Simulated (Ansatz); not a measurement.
`C[CH2][AlH][SH]` and `C[CH2][AlH][SiH3]` differ in one atom or group.

Ansatz, PBE0-D4/def2-TZVP geometries, multiplicity 1. Each molecule was computed in one conformer, which needn't be the lowest.

| property | `C[CH2][AlH][SH]` |
| --- | --- |
| HOMO energy (PBE0/def2-TZVPP) / eV | -7.64 |
| LUMO energy (B3LYP/def2-TZVPP) / eV | -1.12 |
| size of the dipole moment (PBE/def2-TZVPP) / D | 1.86 |
| HOMO–LUMO gap (PBE/def2-TZVPP) / eV | 4.79 |
| HOMO energy (ωB97M-V/def2-TZVPP) / eV | -9.83 |
| HOMO–LUMO gap (PBE0/def2-TZVPP) / eV | 6.72 |

(1) Give the same properties after the change, and the shifts. (An estimate is asked.)

Answers

(1) The calculation gave: 
```
                                      property  `C[CH2][AlH][SiH3]`  shift
            HOMO energy (PBE0/def2-TZVPP) / eV                -7.20   0.44
           LUMO energy (B3LYP/def2-TZVPP) / eV                -1.93  -0.81
size of the dipole moment (PBE/def2-TZVPP) / D                 1.13  -0.73
           HOMO–LUMO gap (PBE/def2-TZVPP) / eV                 3.61  -1.18
         HOMO energy (ωB97M-V/def2-TZVPP) / eV                -9.23   0.60
          HOMO–LUMO gap (PBE0/def2-TZVPP) / eV                 5.46  -1.26
```

With PBE0 the HOMO rises by 0.44 eV and the LUMO falls by 0.82 eV, so the gap narrows by about 1.26 eV. PBE moves the HOMO by 0.36 eV and ωB97M-V by 0.60 eV. Dipoles are sizes alone; their direction can turn.

B3LYP here is the variant with VWN-RPA as its local correlation; programs differ in this.
